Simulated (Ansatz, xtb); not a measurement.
AlCl2H3Si2: which of two spin states lies lower

Structure I: `[SiH3][Si][Al]([Cl])[Cl]`, a singlet. Structure II: `[SiH3][Si][Al]([Cl])[Cl]`, a triplet. Both are isolated molecules in the gas phase, relaxed with B3LYP-D3(BJ)/def2-SVP; the shapes shown needn't be the lowest conformers.

I (Å):

```yaml
atoms:
  - { symbol: Al, position_ang: [-1.4477, -0.3608, -0.1931] }
  - { symbol: Cl, position_ang: [-0.7924, 1.6308, -0.4791] }
  - { symbol: Cl, position_ang: [-2.2335, -0.8812, 1.6991] }
  - { symbol: Si, position_ang: [0.7815, -2.6109, -1.0749] }
  - { symbol: Si, position_ang: [-1.3032, -1.9525, -2.0514] }
  - { symbol: H, position_ang: [1.5756, -1.5970, -0.3114] }
  - { symbol: H, position_ang: [0.2660, -3.6203, -0.0873] }
  - { symbol: H, position_ang: [1.7032, -3.3007, -2.0245] }
```

II (Å):

```json
{"atom": "Al", "x (Å)": "-1.5560", "y (Å)": "0.1848", "z (Å)": "-0.1554"}
{"atom": "Cl", "x (Å)": "-2.6020", "y (Å)": "1.9069", "z (Å)": "-0.7583"}
{"atom": "Cl", "x (Å)": "-1.7203", "y (Å)": "-0.4176", "z (Å)": "1.8593"}
{"atom": "Si", "x (Å)": "0.9691", "y (Å)": "-3.0102", "z (Å)": "-1.0486"}
{"atom": "Si", "x (Å)": "-0.2177", "y (Å)": "-1.0787", "z (Å)": "-1.6541"}
{"atom": "H", "x (Å)": "1.9673", "y (Å)": "-2.6858", "z (Å)": "0.0138"}
{"atom": "H", "x (Å)": "0.0271", "y (Å)": "-4.0488", "z (Å)": "-0.5346"}
{"atom": "H", "x (Å)": "1.6819", "y (Å)": "-3.5432", "z (Å)": "-2.2446"}
```

Problem. Estimate which is lower in electronic energy at CCSD(T)/def2-SVP + ΔMP2/def2-TZVPP, and by roughly how much.

Solution. The CCSD(T)/def2-SVP + ΔMP2/def2-TZVPP calculation puts structure I lower, by 27.1 kJ/mol.

The same difference at several levels:

```
                             level               geometry  E(II) − E(I) (kJ/mol)  departure from the last row (kJ/mol)  job, with rough time for the two
             B3LYP-D3(BJ)/def2-SVP  B3LYP-D3(BJ)/def2-SVP                   +26.0                                  −1.1             optimisation, 2.9 min
                       HF/def2-SVP  B3LYP-D3(BJ)/def2-SVP                   −52.5                                 −79.6           part of the CCSD(T) run
                      MP2/def2-SVP  B3LYP-D3(BJ)/def2-SVP                    −0.6                                 −27.7           part of the CCSD(T) run
                  CCSD(T)/def2-SVP  B3LYP-D3(BJ)/def2-SVP                   +11.8                                 −15.3                      single point
CCSD(T)/def2-SVP + ΔMP2/def2-TZVPP  B3LYP-D3(BJ)/def2-SVP                   +27.1                                                      single point, 42 s
```

HF/def2-SVP puts the two in the other order. MP2/def2-SVP finds them nearly level. The largest departure from CCSD(T)/def2-SVP + ΔMP2/def2-TZVPP is that of HF/def2-SVP, 79.6 kJ/mol. Levels run at GFN2-xTB geometries aren't shown. The last row adds to CCSD(T) the change of the MP2 difference between the two basis sets, here +15.3 kJ/mol, a large step that makes the value less sure.

With harmonic frequencies from B3LYP-D3(BJ)/def2-SVP (ideal gas, rigid rotor, one conformer each, 298.15 K, 1 atm): on the last row, ΔE + ΔZPE = +29.1 kJ/mol. A mode under 50 cm⁻¹ makes harmonic enthalpies and free energies unreliable, so none is given.

Open shells are spin-unrestricted. The correlated steps freeze 25 core orbitals. ΔG holds the spin degeneracy. Programs: Ansatz 0.2.0; the last row on 2 threads of Intel(R) Xeon(R) Platinum 8259CL CPU @ 2.50GHz (Skylake/Cascade Lake) on a shared host.
